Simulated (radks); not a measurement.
Q: All-electron atom: Au21+ in [Xe] 4f1 5d1 6s2 (not the ground configuration). Method: scalar-relativistic Kohn-Sham, PBE, spin-polarised, spherical densities, point nucleus; open shells are filled with parallel spins first (spin-orbit coupling, left out, can overturn this in heavy ions); computed with a radial shooting solver on a logarithmic mesh with Libxc functionals. Some entries of the table are withheld. Estimate them.

orbital  occ.  eigenvalue (eV)  r(max) (bohr)
1s up       1        -81546.17        0.01041
1s down     1        -81546.17        0.01041
2s up       1        -15034.84        0.06018
2s down     1        -15034.49        0.06018
2p up       3        -13098.70        0.04985
2p down     3        -13098.41        0.04985
3s up       1        -4163.895         0.1696
3s down     1        -4162.466         0.1696
3p up       3        -3602.160         0.1690
3p down     3        -3600.697         0.1690
3d up       5        -3004.538         0.1378
3d down     5        -3003.310         0.1378
4s up       1        -1451.526         0.3735
4s down     1        -1449.378         0.3735
4p up       3        -1255.816         0.3895
4p down     3        -1253.781         0.3896
4d up       5        -1027.537         0.3893
4d down     5        -1025.470         0.3895
4f up       1        -787.3528         0.3345
4f down     0        -785.0156         0.3347
5s up       1        -644.0300         0.7315
5s down     1        -641.9896         0.7314
5p up       3        -570.1388         0.7789
5p down     3        -568.1046         0.7789
5d up       1        -479.4522         0.8306
5d down     0        -477.4769         0.8309
5f up       0              (1)         0.8765
5f down     0              (2)         0.8775
6s up       1              (3)          1.286
6s down     1              (4)          1.288
6p up       0              (5)          1.375
6p down     0              (6)          1.377
7s up       0        -229.2453          2.034
7s down     0        -228.8656          2.038

A: 
(1) 5f up eigenvalue (eV): -385.2907
(2) 5f down eigenvalue (eV): -383.4454
(3) 6s up eigenvalue (eV): -357.9069
(4) 6s down eigenvalue (eV): -357.0238
(5) 6p up eigenvalue (eV): -324.8678
(6) 6p down eigenvalue (eV): -324.1132
